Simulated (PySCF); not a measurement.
Rhodium: highly charged ions in a basis for the neutral atom

Rh(6+) [Kr] 4d3, Rh(7+) [Kr] 4d2. Calculation: PySCF 2.14, in cc-pVTZ-PP with ECP28MDF (5s5p4d2f1g, 63 functions); scalar relativity through the core potential. No spin-orbit coupling, so a gap to NIST mixes the basis error with missing relativistic terms.

Changed run: basis of the neutral atom used for a highly charged ion. This setting is unsound on purpose.

```csv
species,method,sound run (hartree),changed run (hartree),converged
Rh(6+),UHF,not run,-100.67740,yes
Rh(6+),PBE,not run,-101.09444,yes
Rh(6+),PBE0,not run,-101.09885,yes
Rh(7+),UHF,not run,-97.10981,yes
Rh(7+),PBE,not run,-97.49789,yes
Rh(7+),PBE0,not run,-97.49898,yes
```

Ionisation energy of Rh(6+):

```
method  changed run (eV)  NIST (eV)
   UHF            97.079     97 ± 2
   PBE            97.867     97 ± 2
  PBE0            97.958     97 ± 2
```

The contracted functions were made for the neutral atom and can be too rigid for a highly charged ion.
